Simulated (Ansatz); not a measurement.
Geometry optimisation, RKS PBE-D4/STO-3G (Ansatz).

input.yaml

```yaml
crystal:
  periodic: [false, false, false]
  atoms:
    - { symbol: Si, position_ang: [-1.8246, 0.1699, 1.8724] }
    - { symbol: C, position_ang: [-1.2481, 0.039, 0.1209] }
    - { symbol: C, position_ang: [0.2431, -0.014, -0.0271] }
    - { symbol: O, position_ang: [0.6598, -0.1369, -1.4016] }
    - { symbol: Si, position_ang: [2.1869, -0.2426, -1.8675] }
    - { symbol: H, position_ang: [-1.3455, 1.4776, 2.4686] }
    - { symbol: H, position_ang: [-1.3901, -0.9324, 2.6864] }
    - { symbol: H, position_ang: [-3.3183, 0.2778, 1.871] }
    - { symbol: H, position_ang: [-1.67, -0.8434, -0.2888] }
    - { symbol: H, position_ang: [-1.6199, 0.8756, -0.4613] }
    - { symbol: H, position_ang: [0.7163, 0.9037, 0.4076] }
    - { symbol: H, position_ang: [0.6925, -0.8668, 0.5611] }
    - { symbol: H, position_ang: [2.832, 1.0226, -1.4198] }
    - { symbol: H, position_ang: [2.7833, -1.3966, -1.1734] }
    - { symbol: H, position_ang: [2.2808, -0.3843, -3.319] }
basis:
  gaussian: { orbitals: STO-3G }
hamiltonian:
  xc: pbe
  dispersion: d4
relax:
  f_tol: 0.02
  max_steps: 50
```

Launched with:

```bash
$ ansatz run input.yaml --threads 1 --pin off --max-ram 2048MiB --backend cpu --events-out ev --progress --plain --runs-dir out
```

Where does it end, and by what steps?

It converged. Limits of this set-up: minimal basis. After 7 steps the energy has fallen by 0.751 eV; O4 moved furthest, 0.22 Å.

| step | energy less start (eV) | largest force component (eV/Å) | accepted |
| --- | --- | --- | --- |
| 0 | 0.0000 | 4.998 | yes |
| 1 | -0.5602 | 2.768 | yes |
| 2 | -0.5384 | 2.668 | no |
| 3 | -0.7335 | 0.348 | yes |
| 4 | -0.7451 | 0.353 | yes |
| 5 | -0.7493 | 0.111 | yes |
| 6 | -0.7510 | 0.027 | yes |
| 7 | -0.7511 | 0.003 | yes |

```xyz
15
Properties=species:S:1:pos:R:3
Si -1.813 0.219 1.906
C -1.314 0.038 0.094
C 0.235 -0.019 -0.106
O 0.497 -0.162 -1.551
Si 2.217 -0.226 -1.796
H -1.250 1.441 2.459
H -1.318 -0.913 2.675
H -3.262 0.271 2.021
H -1.756 -0.883 -0.332
H -1.711 0.886 -0.496
H 0.697 0.914 0.320
H 0.652 -0.878 0.489
H 2.880 0.989 -1.322
H 2.824 -1.360 -1.098
H 2.400 -0.367 -3.232
```

Time of the run: 29 s on 1 thread of Arm Neoverse V1 (shared host), peak memory 0.13 GiB.
